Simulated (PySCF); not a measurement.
Method: PBE0 in PySCF with Hf def2-SVP with ECP60, I def2-SVP with ECP28; scalar-relativistic core potentials, no spin–orbit coupling; density-fitted integrals. Open shells, if any, are unrestricted.

Q: What shape and geometry does isolated singlet HfI₃⁺ take (every ligand bound to Hf)?

A: Formally Hf is in oxidation state +4, d0. A d0 centre has no lone pair, yet it is C3v rather than trigonal planar: covalent bonding through the d orbitals favours lower symmetry. The polar-tensor charge on Hf, 1.79, is far below the formal one. The lowest minimum found is a singlet of C3v symmetry with Hf–I 2.618 Å (×3); I–Hf–I 108.7° (×3). Its harmonic wavenumbers are 52 (a1), 57 (e), 206 (a1), 239 (e) cm⁻¹ and its dipole moment is 3.47 D about the centre of mass.

Stability towards spin polarisation was not tested. Other isomers or separated fragments may lie lower. Spin–orbit coupling, left out here, can matter for elements this heavy.
